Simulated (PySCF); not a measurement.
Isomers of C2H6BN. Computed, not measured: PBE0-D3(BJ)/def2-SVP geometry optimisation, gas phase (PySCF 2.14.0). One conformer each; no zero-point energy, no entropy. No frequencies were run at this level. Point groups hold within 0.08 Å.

Problem. Rank from lowest to highest electronic energy at this level (kJ/mol).
A. `BN1CC1`
B. `[BH3-][N+]#CC`
C. `[BH3-]C#[N+]C`
D. `[CH2:1]=[CH:2][BH:3][NH2:4]` with C1–C2–B3–N4 -179°

Solution. D (0.0), A (117.6), B (140.6), C (172.8).

As drawn, the lowest has an N–H bond and a B–N bond, which the highest lacks.

```
       SMILES      E (Eh)  E rel (kJ/mol)  dipole (D)  point group      A, B, C (MHz)
        C=CBN  -159.13535             0.0        1.75           Cs  38872, 3962, 3596
       BN1CC1  -159.09054           117.6        2.36          C2v  19614, 7092, 5606
[BH3-][N+]#CC  -159.08180           140.6        7.28          C3v  68124, 3470, 3470
[BH3-]C#[N+]C  -159.06952           172.8        6.44          C3v  68175, 3494, 3494
```
